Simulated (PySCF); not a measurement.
# Dipole response of Tl⁺ (thallium, charge +1)

[Xe] 4f14 5d10 6s1 6p1, high-spin 3P determinant (an excited configuration). Calculation: PySCF 2.14, in aug-cc-pVQZ-PP with one added diffuse shell each of s, p, d, f, g type with ECP60MDF (8s8p6d4f3g, 117 functions); scalar relativity through the core potential. Coupled (time-dependent) response in atomic units; α is the mean over directions.

```csv
method,mean α (bohr³),"α xx, yy, zz",C₆ (like pair),S(−4)
revPBE,29.37,"25.06, 37.99, 25.06",234.1,385.4
```

S(−4) is the Cauchy moment in α(ω) = α(0) + S(−4) ω² + …

Spin-orbit coupling is absent.

α(iu) at revPBE:

```tsv
u (hartree)	α(iu) (bohr³)
0	29.37
0.0500	28.45
0.100	26.12
0.200	20.38
0.300	15.74
0.500	10.30
0.750	7.027
1.00	5.266
1.50	3.385
2.00	2.380
3.00	1.348
5.00	0.5852
```

A single London oscillator, α(iu) = α/(1 + u²/ω²), gives C₆ = (3/4) ω α². Matching the computed C₆ needs ω = 4 × 234.1 / (3 × 29.37²) = 0.362 hartree.

For an ion, C₆ is the dispersion term alone; charge-induced terms of lower order in 1/R come first.

The components differ because the open shell of this determinant is not spherical; for a pure term their mean is the scalar polarisability.

Energies and moments cover only the electrons outside the core potential. Spin-orbit coupling, absent here, splits the open shell strongly.
